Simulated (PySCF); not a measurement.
# Does the structure fit the spectrum?

A compound C₆H₁₅P gives the data below (simulated from a calculation) and was assigned the structure `C=C[P@TB10](C)(C)(C)C`.

$^{13}$C{$^{1}$H} NMR (computed): δ 27.8 (CH2, 3C), 12.4 (CH3, 3C).

$^{1}$H NMR (400 MHz, computed): δ 1.31 (m, 6H), 1.16 (m, 9H).

One conformer, fast rotation and ring inversion assumed for equivalent nuclei, no solvent model, no relativistic terms. NMR shieldings at PBE0/pcSseg-1/GIAO; coordinates at the GFN2-xTB level; PySCF 2.14.

Chemical shifts δ = σref − σ; $^{1}$H (σ = 31.72 ppm), $^{13}$C (σ = 186.93 ppm) against TMS, all at this level.

(1) Compare with the shifts computed for the proposed structure, pairing carbons in order of shift.

(2) Which isomer fits?

Results:

(1) Atom-mapped SMILES (the numbers label the heavy atoms): `[CH2:1]=[CH:2][P@TB10:3]([CH3:4])([CH3:5])([CH3:6])[CH3:7]`. Hydrogens are named by the atom that carries them.

| atom | computed for proposal | given list | difference |
| --- | --- | --- | --- |
| C2 | 152.2 | 27.8 | +124.4 |
| C1 | 121.4 | 27.8 | +93.6 |
| C6 | 37.7 | 27.8 | +9.9 |
| C4 | 32.8 | 12.4 | +20.4 |
| C7 | 27.3 | 12.4 | +14.9 |
| C5 | 26.0 | 12.4 | +13.6 |

The rms difference is 64.8 ppm and the largest +124.4 ppm at C2 (alkene CH). The proposal also would give 6 carbon signals, not 2. The carbon types in order of shift don't match either: CH, CH2, CH3, CH3, CH3, CH3 for the proposal against CH2, CH2, CH2, CH3, CH3, CH3 in the data. The proposal doesn't fit.

(2) SMILES CCP(CC)CC.

1. δC 27.8: sp3 CH2 bonded to P.
2. δC 12.4: methyl carbon; saturated and bonded to C and H only.
3. δH 1.31: hydrogen on an sp3 CH2 bonded to P.
4. δH 1.16: hydrogen on a methyl carbon.

This is the structure that produced the data.

Splittings by $^{31}$P in the carbon and heteronuclear signals aren't shown, as no couplings were computed. Shifts are as computed. Against solution values, carbons near 30 ppm lie about +3 ppm off and those near 130 ppm about +5 ppm. Of 1211 compounds with measured shifts, 218 miss one by over three times the rms of a fit or turn the order of signals round; such compounds aren't used in these exercises. No couplings were computed; multiplicities are counted from neighbouring protons, with m where these are inequivalent, close in shift, in a saturated or five-membered ring or joined by F or P, and br s for small geminal =CH2 splittings.
